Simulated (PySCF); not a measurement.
H$_{6}$AlNO$_{2}$Si, singlet, geometry from GFN2-xTB (such geometries of metal compounds can be far from the true shape), with bond 10-4 at 1.4 times its length; CASSCF(4,4)/STO-3G (PySCF).

Here is a job for PySCF.
```python
from pyscf import gto, scf, mcscf
import numpy

mol = gto.Mole()
mol.atom = '''
    Si   -1.17565347   -0.68855379    0.55945541
    N    -2.52475509    0.33592329    0.16271724
    Al    0.96914767    0.12321716   -0.20549414
    O     2.25854354   -0.86494467    0.11050437
    O     0.96076668    1.58983689   -0.97929405
    H    -1.31289711   -0.81453198    2.02432000
    H    -1.59722231   -1.98015576   -0.01877435
    H    -2.75316923    0.43748476   -0.81347275
    H    -2.55275236    1.24588428    0.59468594
    H     3.29616940   -1.65176078    0.35910264
    H     0.99536890    2.42560421   -1.42448855
'''
mol.basis = 'sto-3g'
mol.verbose = 4
mol.build()

mf = scf.RHF(mol)
mf.kernel()
mc = mcscf.CASSCF(mf, 4, 4)
mc.fix_spin_(ss=0.0)
mc.conv_tol = 1e-5
mc.kernel()
occ = numpy.linalg.eigvalsh(mc.fcisolver.make_rdm1(mc.ci, mc.ncas, mc.nelecas))[::-1]
ss = mc.fcisolver.spin_square(mc.ci, mc.ncas, mc.nelecas)[0]
print('natural occupations', occ.round(4), ' <S^2>', round(ss, 4))
```

Predict the main parts of the log of this PySCF run.


```
PySCF version 2.14.0

[INPUT] verbose = 4
[INPUT] num. atoms = 11
[INPUT] num. electrons = 56
[INPUT] charge = 0
[INPUT] spin (= nelec alpha-beta = 2S) = 0
[INPUT] symmetry False subgroup None
[INPUT] Mole.unit = angstrom
[INPUT] Symbol           X                Y                Z      unit          X                Y                Z       unit  Magmom
[...]
nuclear repulsion = 272.703049423565
number of shells = 25
number of NR pGTOs = 117
number of NR cGTOs = 39
basis = sto-3g
ecp = {}

******** <class 'pyscf.scf.hf.RHF'> ********
method = RHF
initial guess = minao
damping factor = 0
level_shift factor = 0
DIIS = <class 'pyscf.scf.diis.CDIIS'>
diis_start_cycle = 1
diis_space = 8
diis_damp = 0
SCF conv_tol = 1e-09
SCF conv_tol_grad = None
SCF max_cycles = 50
direct_scf = True
direct_scf_tol = 1e-13
Set gradient conv threshold to 3.16228e-05
Initial guess from minao.
init E= -729.196150458455
[...]
cycle= 1 E= -729.217718521164  delta_E= -0.0216  |g|= 0.751  |ddm|= 3.83
[...]
cycle= 2 E= -729.440408879406  delta_E= -0.223  |g|= 0.226  |ddm|= 1.44
[...]
cycle= 3 E= -729.459012098802  delta_E= -0.0186  |g|= 0.0381  |ddm|= 0.352
[...]
cycle= 4 E= -729.459849092212  delta_E= -0.000837  |g|= 0.00963  |ddm|= 0.088
[...]
cycle= 5 E= -729.459914707008  delta_E= -6.56e-05  |g|= 0.00217  |ddm|= 0.0283
[...]
cycle= 6 E= -729.459918382635  delta_E= -3.68e-06  |g|= 0.000638  |ddm|= 0.00664
[...]
cycle= 7 E= -729.459918787945  delta_E= -4.05e-07  |g|= 0.000146  |ddm|= 0.00257
[...]
cycle= 8 E= -729.459918813237  delta_E= -2.53e-08  |g|= 5.92e-05  |ddm|= 0.000531
[...]
cycle= 9 E= -729.459918818878  delta_E= -5.64e-09  |g|= 2.35e-05  |ddm|= 0.000266
[...]
cycle= 10 E= -729.459918819861  delta_E= -9.83e-10  |g|= 7.12e-06  |ddm|= 0.000124
[...]
Extra cycle  E= -729.459918819915  delta_E= -5.37e-11  |g|= 4.16e-06  |ddm|= 1.8e-05
converged SCF energy = -729.459918819915

******** <class 'pyscf.mcscf.mc1step.CASSCF'> ********
CAS (2e+2e, 4o), ncore = 26, nvir = 9
max_cycle_macro = 50
max_cycle_micro = 4
conv_tol = 1e-05
conv_tol_grad = None
orbital rotation max_stepsize = 0.02
orbital rotation threshold for CI restart = 0.01
augmented hessian ah_max_cycle = 30
augmented hessian ah_conv_tol = 1e-12
augmented hessian ah_linear dependence = 1e-14
augmented hessian ah_level shift = 1e-08
augmented hessian ah_start_tol = 2.5
augmented hessian ah_start_cycle = 3
augmented hessian ah_grad_trust_region = 3
kf_trust_region = 3
kf_interval = 4
ci_response_space = 4
[...]
CASCI E = -729.463006205589  S^2 = 0.0000000
[...]
macro iter  28 ( 21 JK    4 micro), CASSCF E = -729.510995927114  dE = -4.90508114e-05  S^2 = 0.0000000
               |grad[o]|=0.00083  |grad[c]|=0.00834  |ddm|=0.00784  |maxRot[o]|=0.102
macro iter  29 ( 21 JK    4 micro), CASSCF E = -729.511035997137  dE = -4.00700237e-05  S^2 = 0.0000000
               |grad[o]|=0.00139  |grad[c]|=0.00868  |ddm|=0.0083  |maxRot[o]|= 0.08
macro iter  30 ( 21 JK    4 micro), CASSCF E = -729.511131697514  dE = -9.57003765e-05  S^2 = 0.0000000
               |grad[o]|=0.00114  |grad[c]|=0.00839  |ddm|=0.00696  |maxRot[o]|=0.105
macro iter  31 ( 20 JK    4 micro), CASSCF E = -729.511136032245  dE = -4.33473076e-06  S^2 = 0.0000000
               |grad[o]|=0.00137  |grad[c]|=0.0471  |ddm|=0.0225  |maxRot[o]|=0.141
macro iter  32 ( 21 JK    4 micro), CASSCF E = -729.511338572655  dE = -2.02540410e-04  S^2 = 0.0000000
               |grad[o]|=0.00283  |grad[c]|=0.00556  |ddm|=0.00371  |maxRot[o]|=0.0935
macro iter  33 ( 21 JK    4 micro), CASSCF E = -729.511501607585  dE = -1.63034930e-04  S^2 = 0.0000000
               |grad[o]|=0.00242  |grad[c]|=0.0145  |ddm|=0.00687  |maxRot[o]|=0.172
macro iter  34 ( 16 JK    3 micro), CASSCF E = -729.511640181093  dE = -1.38573508e-04  S^2 = 0.0000000
               |grad[o]|=0.00259  |grad[c]|=0.004  |ddm|=0.00382  |maxRot[o]|=0.0588
macro iter  35 (  6 JK    1 micro), CASSCF E = -729.511707209361  dE = -6.70282686e-05  S^2 = 0.0000000
               |grad[o]|=0.00127  |grad[c]|=0.0042  |ddm|=0.00214  |maxRot[o]|=0.0685
macro iter  36 (  4 JK    1 micro), CASSCF E = -729.511721127652  dE = -1.39182912e-05  S^2 = 0.0000000
               |grad[o]|=0.000795  |grad[c]|=0.00143  |ddm|=0.00112  |maxRot[o]|=0.037
macro iter  37 (  3 JK    1 micro), CASSCF E = -729.511722608352  dE = -1.48069955e-06  S^2 = 0.0000000
               |grad[o]|=0.000416  |grad[c]|=0.000446  |ddm|=0.00053  |maxRot[o]|=0.0126
macro iter  38 (  1 JK    1 micro), CASSCF E = -729.511722608668  dE = -3.16617843e-10  S^2 = 0.0000000
               |grad[o]|=0.000146  |grad[c]|=2.27e-05  |ddm|=1.76e-05  |maxRot[o]|=    0
1-step CASSCF converged in  38 macro (592 JK 113 micro) steps
CASSCF canonicalization
Density matrix diagonal elements [1.99325695 1.91676717 0.08128153 0.00869435]
CASSCF energy = -729.511722608668
CASCI E = -729.511722608668  E(CI) = -6.20855609146838  S^2 = 0.0000000
natural occupations [1.9947 1.9171 0.0815 0.0067]  <S^2> 0.0
```
